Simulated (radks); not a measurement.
Q: The table gives one normalised radial function P(r) = r R(r) (large component) of Cd+ in [Kr] 4d10 5s1 (r in bohr). Calculated with a radial shooting solver on a logarithmic mesh with Libxc functionals: Dirac Kohn-Sham, PBE, spin-unpolarised, spherical densities, point nucleus.

| r | P |
|---|---|
| 0.001895 | 0.0011 |
| 0.002188 | 0.0014 |
| 0.002548 | 0.0017 |
| 0.002942 | 0.0021 |
| 0.003425 | 0.0026 |
| 0.003956 | 0.0033 |
| 0.004605 | 0.0041 |
| 0.005318 | 0.0051 |
| 0.006192 | 0.0065 |
| 0.00715 | 0.0081 |
| 0.008324 | 0.0102 |
| 0.009614 | 0.0128 |
| 0.01119 | 0.0161 |
| 0.01293 | 0.0200 |
| 0.01505 | 0.0250 |
| 0.01738 | 0.0307 |
| 0.02023 | 0.0378 |
| 0.02336 | 0.0456 |
| 0.02698 | 0.0544 |
| 0.03141 | 0.0645 |
| 0.03628 | 0.0745 |
| 0.04223 | 0.0847 |
| 0.04877 | 0.0932 |
| 0.05678 | 0.0993 |
| 0.06557 | 0.1008 |
| 0.07634 | 0.0958 |
| 0.08816 | 0.0830 |
| 0.1026 | 0.0597 |
| 0.1185 | 0.0280 |
| 0.138 | -0.0140 |
| 0.1594 | -0.0582 |
| 0.1855 | -0.1032 |
| 0.2143 | -0.1362 |
| 0.2494 | -0.1518 |
| 0.2881 | -0.1410 |
| 0.3354 | -0.0989 |
| 0.3873 | -0.0324 |
| 0.4509 | 0.0559 |
| 0.5207 | 0.1410 |
| 0.6014 | 0.2094 |
| 0.7001 | 0.2448 |
| 0.8085 | 0.2312 |
| 0.9412 | 0.1641 |
| 1.087 | 0.0583 |
| 1.265 | -0.0821 |
| 1.461 | -0.2242 |
| 1.701 | -0.3653 |
| 1.965 | -0.4761 |
| 2.287 | -0.5570 |
| 2.642 | -0.5926 |
| 3.075 | -0.5848 |
| 3.552 | -0.5379 |
| 4.135 | -0.4563 |
| 4.775 | -0.3604 |
| 5.559 | -0.2551 |
| 6.42 | -0.1656 |
| 7.474 | -0.0929 |
| 8.632 | -0.0472 |
| 10.05 | -0.0199 |
| 11.6 | -0.0074 |

Which n and l does it have? It may be an empty orbital.

A: n = 5, l = 1: the number of nodes gives n - l - 1 = 3, the rise at small r points to l (for j = l - 1/2 the large component starts as r^gamma with gamma = sqrt(l^2 - (Z/c)^2) = 0.94 and the r^(l+1) term takes over further out; the orbital of l - 1 with the same j starts with the same power, but with a larger coefficient, and does not steepen), and the extent must fit the shell. The curve is that of 5p1/2; the two j differ most near the nucleus, where j = l - 1/2 has the larger amplitude, and in heavy atoms j = l - 1/2 is also the more compact. 5p1/2 (empty): eigenvalue -7.603 eV, 3 radial nodes at r = 0.132, 0.410, 1.16 bohr, <r> = 3.38 bohr, 90 % of the charge inside 5.10 bohr.
